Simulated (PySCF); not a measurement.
# butyl acetate: calculation and literature

Geometry (Å), atoms numbered from 1 in this order:
```xyz
20

C    -2.865   -0.264    0.375
C    -2.136    0.940   -0.208
C    -0.625    0.928    0.002
C     0.072   -0.220   -0.703
O     1.491   -0.096   -0.624
C     2.084   -0.606    0.463
C     3.576   -0.444    0.403
O     1.489   -1.148    1.358
H    -3.955   -0.156    0.272
H    -2.640   -0.383    1.446
H    -2.583   -1.203   -0.126
H    -2.541    1.861    0.242
H    -2.354    1.018   -1.289
H    -0.190    1.871   -0.368
H    -0.396    0.868    1.079
H    -0.158   -0.214   -1.779
H    -0.225   -1.188   -0.276
H     3.877    0.281   -0.362
H     4.024   -1.422    0.167
H     3.945   -0.144    1.392
```

[PySCF 2.14: NMR shieldings at PBE0/pcSseg-1/GIAO; PBE0-D3(BJ)/def2-SVP geometry; relativity neglected; single conformer; equivalent nuclei averaged; isolated molecule]

Reference values: measured (solution, not stated per compound (mostly CDCl3 or CCl4); Pretsch, Buehlmann, Badertscher, Structure Determination of Organic Compounds, 4th ed. (2009)).
```
     atoms  quantity  reference  computed  computed, scaled
   H16/H17      δ ¹H       4.06      3.95              3.95
   H14/H15      δ ¹H       1.60      1.54              1.66
   H12/H13      δ ¹H       1.39      1.31              1.45
H9/H10/H11      δ ¹H       0.94      0.95              1.10
```

Reference values: measured (liquid, neat, 295 K; 17O NMR survey of organic solvents and oxofluorinated compounds, PMC5915748).
| atoms | quantity | reference | computed | computed, scaled |
| --- | --- | --- | --- | --- |
| O8 | δ ¹⁷O vs D2O (external) | 365.8 | – | 351.0 |
| O5 | δ ¹⁷O vs D2O (external) | 167.2 | – | 162.7 |

Computed shifts are σ(ref) − σ with the named reference compound (TMS for H and C) calculated as an isolated molecule at the same level. The measured values may be among those fitted. Expected solution values come from regression of measured δ (H and C: mostly CDCl3, vs TMS) on computed σ: ¹H (scatter 0.21 ppm rms, 0.22 ppm with the 3 outliers that the fit left out); ¹⁷O (scatter 13.5 ppm rms, 14.3 ppm with the 1 outlier that the fit left out vs liquid water, solution or neat liquid). Occasional misses reach two or three times the rms, and more in compound classes unlike the fitted ones.

Task: How far are the unscaled ¹H shifts from the references?

Result: Mean signed difference -0.06 ppm, mean absolute 0.06 ppm over 4 comparisons; the largest is -0.11 ppm at H16/H17 (hydrogen on an sp3 CH2 bonded to O).

The protons averaged at δ 3.95 differ by 1.5 ppm in this conformer, so that average is uncertain.
